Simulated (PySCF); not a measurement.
A calculated (LDA, PySCF 2.14, x2c-TZVPall, the spin-free X2C one-electron Hamiltonian (Gaussian nucleus)) atom or ion has these occupied shells.

| shell | electrons | orbital energy (eV) | rms radius, mean of both spins (bohr) |
| --- | --- | --- | --- |
| 1s α | 1 | -28932.4 | 0.0333 |
| 1s β | 1 | -28932.4 | 0.0333 |
| 2s α | 1 | -4377.2 | 0.136 |
| 2s β | 1 | -4377.2 | 0.136 |
| 2p α | 3 | -3935.9 | 0.121 |
| 2p β | 3 | -3935.9 | 0.121 |
| 3s α | 1 | -851.25 | 0.363 |
| 3s β | 1 | -851.23 | 0.363 |
| 3p α | 3 | -706.69 | 0.364 |
| 3p β | 3 | -706.67 | 0.364 |
| 3d α | 5 | -482.03 | 0.343 |
| 3d β | 5 | -482.01 | 0.343 |
| 4s α | 1 | -141.67 | 0.871 |
| 4s β | 1 | -141.63 | 0.871 |
| 4p α | 3 | -97.762 | 0.947 |
| 4p β | 3 | -97.715 | 0.947 |
| 4d α | 5 | -34.045 | 1.20 |
| 4d β | 5 | -33.935 | 1.20 |
| 5s α | 1 | -18.400 | 2.44 |
| 5s β | 1 | -17.828 | 2.44 |
| 5p α | 1 | -10.696 | 3.13 |

Problem. Name the element and its charge.

Solution. Sn+ (tin, charge +1), in [Kr] 4d10 5s2 5p1, 2P determinant.
